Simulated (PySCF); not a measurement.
Screening by computed properties: pick the candidate that meets the target.

All species are isolated and taken at one optimised geometry, non-relativistic unless stated; the electronic structure was computed with PySCF and density fitting.

Dipoles, sizes and rotational constants follow the conformer. The torsions of the flexible species, by atom-mapped SMILES:
- `[OH:1][c:2]1[cH:3][cH:4][c:5]2[cH:6][n:7][o:8][c:9]2[cH:10]1`: H–O1–C2–C3 180°
- `[CH3:1][O:2][c:3]1[cH:4][s:5][cH:6][cH:7][c:8]1=[O:9]`: C1–O2–C3–C4 0°
- `[O:1]=[CH:2][C:3]#[C:4][C:5]#[C:6][CH2:7][NH:8][CH:9]=[O:10]`: C6–C7–N8–C9 -120°, C7–N8–C9–O10 -2°
- `[CH2:1]=[N:2][SiH2:3][F:4]`: C1–N2–Si3–F4 -134°
- `[CH3:1]/[C:2]=[CH:3]\[CH:4]1[SiH2:5][CH2:6][SiH2:7]1`: C2–C3–C4–Si5 127°
- `[CH:1]#[C:2][C@@H:3]([SiH2:4])[CH2:5][CH2:6][SiH3:7]`: C2–C3–C5–C6 63°, C3–C5–C6–Si7 -179°
- `[CH3:1][CH2:2][C:3](=[O:4])[SiH2:5][NH:6]`: C1–C2–C3–O4 1°, C2–C3–Si5–N6 66°, H–N6–Si5–C3 103°
- `[CH3:1]/[C:2](=[C:3]/[Cl:4])[CH2:5][Cl:6]`: C1–C2–C5–Cl6 -72°

Problem. Wanted: lowest singlet excitation below 3.7 eV (TDDFT PBE0/def2-SVPD) and static isotropic polarisability above 70 au (PBE0/def2-SVPD), at GFN2-xTB geometries. Which candidate meets both?
A. `COc1csccc1=O`
B. `N(CC#CC#CC=O)C=O`
C. `Oc1ccc2cnoc2c1`
D. `C=N[SiH2]F`

Solution. B. Computed values:
```csv
species,lowest singlet excitation,static isotropic polarisability
N(CC#CC#CC=O)C=O,3.54 eV,115.2 au
COc1csccc1=O,3.80 eV,99.2 au
C=N[SiH2]F,3.93 eV,45.8 au
Oc1ccc2cnoc2c1,4.94 eV,92.1 au
```

Problem. Wanted: isotropic g value below 2.0027 (unrestricted B3LYP/pcH-1, mean-field spin–orbit) and smallest rotational constant below 1.3 GHz (GFN2-xTB), at GFN2-xTB geometries. Which candidate meets both?
A. `C#C[C@@H]([SiH2])CC[SiH3]` [radical]
B. `[SiH2]([NH])C(=O)CC` [radical]
C. `C/C(=[C]/Cl)CCl` [radical]
D. `C/[C]=C\C1[SiH2]C[SiH2]1` [radical]

Solution. D. Computed values:
| species | isotropic g value | smallest rotational constant |
| --- | --- | --- |
| C/[C]=C\C1[SiH2]C[SiH2]1 [radical] | 2.00235 | 0.850 GHz |
| C#C[C@@H]([SiH2])CC[SiH3] [radical] | 2.00306 | 0.659 GHz |
| C/C(=[C]/Cl)CCl [radical] | 2.00438 | 1.004 GHz |
| [SiH2]([NH])C(=O)CC [radical] | 2.00453 | 1.499 GHz |

Problem. Wanted: electronic spatial extent ⟨r²⟩ about the centre of nuclear charge below 1000 bohr² (PBE0/def2-SVPD) and HOMO–LUMO gap above 5.1 eV (PBE0/def2-SVPD), at GFN2-xTB geometries. Which candidate meets both?
A. `N(CC#CC#CC=O)C=O`
B. `Oc1ccc2cnoc2c1`
C. `C=N[SiH2]F`
D. `COc1csccc1=O`

Solution. C. Computed values:
```
         species  electronic spatial extent ⟨r²⟩ about the centre of nuclear charge  HOMO–LUMO gap
      C=N[SiH2]F                                                          400 bohr²        6.02 eV
  Oc1ccc2cnoc2c1                                                         1302 bohr²        5.67 eV
    COc1csccc1=O                                                         1371 bohr²        5.00 eV
N(CC#CC#CC=O)C=O                                                         3098 bohr²        5.13 eV
```
